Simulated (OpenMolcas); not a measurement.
# Mo III: effect of the active space

| Quantity | Value |
| --- | --- |
| Program | OpenMolcas |
| Method | CASSCF |
| Basis | ANO-RCC-MB |
| Scalar Hamiltonian | DKH2, point nucleus |
| Spin-orbit coupling | RASSI with atomic mean-field integrals over the reference wave functions, term energies averaged over their components |

A. 4 electrons in 5 orbitals (4d); 2S+1 = 5 even, 5 roots; 2S+1 = 3 even, 45 roots; 2S+1 = 1 even, 50 roots; cost roughly 17 core-seconds
B. 4 electrons in 6 orbitals (4d 5s); 2S+1 = 5 even, 15 roots; 2S+1 = 3 even, 90 roots kept (CI in the orbitals of an earlier block); 2S+1 = 1 even, 78 roots kept (CI in the orbitals of an earlier block); cost of the order of 40 core-seconds

Energies in cm-1 above 4d4 5D0, the measured ground level; measured values from Sugar and Musgrove, J. Phys. Chem. Ref. Data 17, 155 (1988).

| Level | A | B | Measured |
| --- | --- | --- | --- |
| 4d4 5D0 | 0.0 | 0.0 | 0.0 |
| 4d4 5D1 | 182 | 184 | 242 |
| 4d4 5D2 | 520 | 521 | 668 |
| 4d4 5D3 | 978 | 979 | 1224 |
| 4d4 5D4 | 1529 | 1527 | 1872 |
| 4d4 3H4 | 13823 | 13760 | 12680 |
| 4d4 3P0(1) | 14189 | 13366 | 11149 |
| 4d4 3H5 | 14236 | 14173 | 13276 |
| 4d4 3H6 | 14638 | 14575 | 13811 |
| 4d4 3P1(1) | 15237 | 14380 | 12510 |
| 4d4 3F3(1) | 16045 | 15643 | 13948 |
| 4d4 3F2(1) | 16097 | 15629 | 13929 |
| 4d4 3F4(1) | 16239 | 15837 | 14296 |
| 4d4 3P2(1) | 16868 | 15988 | 14358 |
| 4d4 3G3 | 17707 | 17486 | 15871 |
| 4d4 3G4 | 18061 | 17861 | 16283 |
| 4d4 3G5 | 18324 | 18159 | 16714 |
| 4d4 1I6 | 21202 | 21206 | 20290 |
| 4d4 3D3 | 22474 | 22200 | 19488 |
| 4d4 3D2 | 22596 | 22286 | 19577 |
| 4d4 1G4(1) | 22633 | 22505 | 20612 |
| 4d4 3D1 | 22808 | 22530 |  |
| 4d4 1S0(1) | 25989 | 25902 | 22990 |
| 4d4 1D2(1) | 27541 | 26191 | 22806 |

Deviations, from unrounded energies. A percentage is the sum of absolute deviations over the sum of measured energies, with the sign that they share, or ± where signs differ.

| Against measurement | Levels | A | B |
| --- | --- | --- | --- |
| mean absolute deviation (cm-1) | 22 | 1800 | 1500 |
| fine structure of the ground term (%) | 4 | -19.9 | -19.9 |
| other terms of the ground configuration (%) | 18 | +13.3 | +11.1 |

B lies closest to measurement on these levels. The largest miss of B in the table is 4d4 1D2(1), by +3400 cm-1. The ranking rests on the paired levels alone, and a cruder setting can come out closer through cancelling errors.

Between A and B the level of the table that moves most is 4d4 1D2(1), by 1400 cm-1 (lowest in B, highest in A).

Without dynamic correlation excited terms often stand tens of per cent too high (terms of higher spin than the ground term too low), and those without a measured partner can miss by more than the paired ones. Levels of configurations with an s electron are missing; early in the row they begin among the upper levels of the d shell and mix with terms of their name (holds for A). Some levels mix across a computed gap that differs much from the measured one, so their mixing is not that of the real levels (holds for A). Terms from blocks run as CI alone lack orbitals of their own (holds for B). Computed and measured levels are paired by configuration, term and J; levels that our copy of the source lacks, or whose pairing is in doubt (as where it misses far off the trend of its configuration), stay unpaired and out of the deviations. Only configurations of the active space appear. The table leaves out levels that lie high or whose names do not pair safely across all columns.

A number in round brackets counts repeated terms of one configuration in the order of the reference energies.
